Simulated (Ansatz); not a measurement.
`N#[C][Al]([Cl])[Cl]` + `O[SiH3]` → `[SiH3][O][Al]([Cl])[Cl]` + `C#N`  (ligand exchange at the Al–C bond)

Isolated molecules relaxed with PBE0-D4/def2-TZVP in Ansatz; ΔE leaves out vibrations. CCSD(T)/CBS is the MP2 limit (def2-TZVPP, def2-QZVPP) plus CCSD(T) − MP2 in def2-TZVPP, frozen cores. This one scheme is used for every species. DFT in def2-TZVPP. B3LYP here is the variant with VWN-RPA as its local correlation; programs differ in this. One conformer a species, not always the lowest.

| level | ΔE (kJ/mol) |
| --- | --- |
| PBE-D4 | -88.1 |
| BLYP-D4 | -97.0 |
| B3LYP-D4 | -100.9 |
| r2SCAN0 | -99.3 |
| BHLYP | -103.8 |
| HF/def2-TZVPP | -108.3 |
| HF/def2-QZVPP | -110.2 |
| MP2/CBS(def2) | -99.2 |

Problem. What does CCSD(T)/CBS give? (Best estimate.)

Solution. The calculation gave: -99.0 kJ/mol. The listed levels differ from it by 10.9, 2.0, -1.9, -0.3, -4.8, -9.3, -11.2, -0.2 kJ/mol.

Largest T1 diagnostic among the species: 0.014.

The D4 term adds −3.4 kJ/mol with B3LYP and −2.1 kJ/mol with PBE0; it sums over pairs of atoms, weighted by their polarisabilities, and B3LYP, whose exchange is more repulsive, gets the larger term. From PBE to PBE0 (25 % exact exchange), in def2-TZVPP and without D4, ΔE moves by −5.1 kJ/mol.
